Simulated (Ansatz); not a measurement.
Relaxing a trial structure of HIZn

The starting geometry of this gas-phase triplet was optimised with GFN2-xTB as a singlet.

```xyz
3

I     0.0379    1.0682    1.4929
Zn    0.3409   -1.3341   -1.0569
H     0.1932   -0.1674    0.1813
```

Predict what becomes of its bonds when it is optimised with PBE0-D3(BJ)/def2-SVP.

A new bond forms, giving a structure given below by its coordinates. Distances that change by over a tenth: I1–H3 (1.81 → 2.44 Å). Contacts that close: I1–Zn2 (3.52 → 2.63 Å).

The energy falls by 1.22 eV over 16 steps:

```
step  E − E(last) (eV)
   1             1.219
   3             0.738
   4             0.718
   6             0.709
   8             0.701
   9             0.680
  11             0.433
  13             0.021
  14             0.007
  16             0.000
```

Final geometry (Å):

```xyz
3

I     0.5485    0.8693    1.3599
Zn    0.8672   -0.9258   -0.5305
H    -0.8438   -0.3768   -0.2122
```

Frequencies at the end are all real (lowest 166 cm⁻¹). Open shells are spin-unrestricted. The triplet needn't be the ground state. Atoms past krypton carry core potentials, without spin–orbit terms. Run with Ansatz 0.2.0, 74 s on 1 thread of Arm Neoverse V1, with other jobs on the host.
